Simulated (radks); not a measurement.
All-electron atom: the tin ion Sn4+ in [Kr] 4d9.75 5p0.25 (fractional occupations, a model configuration). All-electron calculation, scalar-relativistic Kohn-Sham, SCAN, spin-polarised, spherical densities, finite nucleus; open shells are filled with parallel spins first (spin-orbit coupling, left out, can overturn this in heavy ions); meta-GGA in the generalised Kohn-Sham scheme; Fermi nuclear charge, rms radius 4.6519 fm. Program: a radial shooting solver on a logarithmic mesh with Libxc functionals.

Unscreened Slater integrals over Kohn-Sham orbitals (hartree). They are taken over the spin-up orbitals.

\begin{tabular}{lr}
integral & value \\ \hline
F0(5p,5p) & 0.38440 \\
F2(5p,5p) & 0.21068 \\
F0(5p,4d) & 0.47332 \\
F2(5p,4d) & 0.14291 \\
G1(5p,4d) & 0.049877 \\
G3(5p,4d) & 0.045552 \\
F0(5p,4p) & 0.48364 \\
F2(5p,4p) & 0.11974 \\
G0(5p,4p) & 0.024206 \\
G2(5p,4p) & 0.031348 \\
F0(5p,4s) & 0.48736 \\
G1(5p,4s) & 0.033086 \\
F0(4d,4d) & 0.85182 \\
F2(4d,4d) & 0.43070 \\
F4(4d,4d) & 0.28453 \\
F0(4d,4p) & 0.92430 \\
F2(4d,4p) & 0.46720 \\
G1(4d,4p) & 0.59306 \\
G3(4d,4p) & 0.36587 \\
F0(4d,4s) & 0.95143 \\
G2(4d,4s) & 0.44711 \\
F0(4p,4p) & 1.0188 \\
F2(4p,4p) & 0.53624 \\
F0(4p,4s) & 1.0554 \\
G1(4p,4s) & 0.71926 \\
F0(4s,4s) & 1.0970 \\
\end{tabular}

Derived for the open shells (J is the average intra-shell exchange parameter used in DFT+U). 4d: Racah B = F2/49 - 5 F4/441 = 0.005564 hartree, C = 35 F4/441 = 0.02258 hartree, C/B = 4.06, F4/F2 = 0.661, J = (F2 + F4)/14 = 0.05109 hartree. 5p: J = F2/5 = 0.04214 hartree.
